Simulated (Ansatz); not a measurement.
`[OH][SnH2][AlH2]` + `[OH][GaH2]` → `[AlH2][O][GaH2]` + `[OH][SnH3]` at 400 K and 1 bar (cleavage of the Al–Sn bond).

Program: Ansatz. Geometries: PBE0-D4/def2-TZVP. ΔE: electronic, gas phase. CBS: MP2 limit from def2 TZ/QZ plus the TZ coupled-cluster correction, frozen cores. def2 core potentials past Kr. For Ga, Sn outer-core shells are correlated without core-valence functions, which leaves a few kJ/mol of doubt a bond. Scalar relativity is left out up to krypton. One conformer a species, not always the lowest.

```tsv
species	CCSD(T)/CBS energy (Eh)	H − E (kJ/mol)	S (J/(mol·K))
`[OH][SnH2][AlH2]`	-534.20940	137.2	390.5
`[OH][GaH2]`	-2000.92981	89.0	281.3
`[AlH2][O][GaH2]`	-2243.58748	109.3	356.0
`[OH][SnH3]`	-291.59405	108.6	309.2
```

H − E and S are ideal-gas, rigid-rotor, harmonic terms from PBE0-D4/def2-TZVP, for one conformer and one mirror image of each species. 1 Eh = 2625.50 kJ/mol, R = 8.31446 J/(mol·K).

**Question.** By hand: ΔE, ΔH, ΔS and ΔG.

**Answer.** ΔE = (-2243.58748) + (-291.59405) − (-534.20940) − (-2000.92981) = -0.04232 Eh = -111.1 kJ/mol. Δ(H − E) = 109.3 + 108.6 − 137.2 − 89.0 = -8.3, so ΔH = -119.4 kJ/mol. ΔS = 356.0 + 309.2 − 390.5 − 281.3 = -6.6 J/(mol·K). ΔG = -119.4 − 400 × (-6.6)/1000 = -116.8 kJ/mol.

**Question.** By hand: the equilibrium constant, and the temperature at which ΔG would vanish if ΔH and ΔS stayed fixed.

**Answer.** log₁₀ K = −ΔG/(RT ln 10) = 15.3. ΔG = 0 at ΔH/ΔS = 18091 K, far beyond where these terms or the molecules hold.

The number of gas molecules stays the same, so ΔS is small and ΔH decides. A doubt of 5 kJ/mol in ΔE shifts log₁₀ K by 0.7 here. Other conformers and mirror images would add mixing entropy, several J/(mol·K) or more a flexible species. Modes under 60 cm⁻¹, often nearly free rotors, make the harmonic entropy too high. These are equilibria of isolated gas molecules and say nothing of rates. Largest T1 diagnostic: 0.015 (customary marks: 0.02 for closed shells, 0.045 for open ones).
